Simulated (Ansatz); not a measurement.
Reaction (β-hydride elimination): `C[O][Ge]([CH3])([F])[SH]` → `[CH3][GeH]([F])[SH]` + `C=O`

Isolated molecules relaxed with PBE0-D4/def2-TZVP in Ansatz; ΔE leaves out vibrations. CBS: MP2 limit from def2 TZ/QZ plus the TZ coupled-cluster correction, frozen cores. This one scheme is used for every species. DFT in def2-TZVPP. For Ge outer-core shells are correlated without core-valence functions, which leaves a few kJ/mol of doubt a bond. Scalar relativity is left out up to krypton. One conformer a species, not always the lowest.

| level | ΔE (eV) |
| --- | --- |
| r2SCAN-D4 | 1.69 |
| MP2/CBS(def2) | 1.74 |

(1) What does CCSD(T)/CBS give? (Estimate.)

Largest T1 diagnostic among the species: 0.015.

Results:

(1) Ansatz gave: +1.64 eV. The listed levels differ from it by 0.05, 0.10 eV.

In def2-TZVPP, CCSD(T) changes the Hartree–Fock value by +0.24 eV (the triples alone add +0.01 eV) and MP2 by +0.34 eV. From PBE to PBE0 (25 % exact exchange), in def2-TZVPP and without D4, ΔE moves by +0.13 eV. The D4 term adds +0.16 eV with B3LYP and +0.09 eV with PBE0; it sums over pairs of atoms, weighted by their polarisabilities, and B3LYP, whose exchange is more repulsive, gets the larger term.

B3LYP here is the variant with VWN-RPA as its local correlation; programs differ in this.
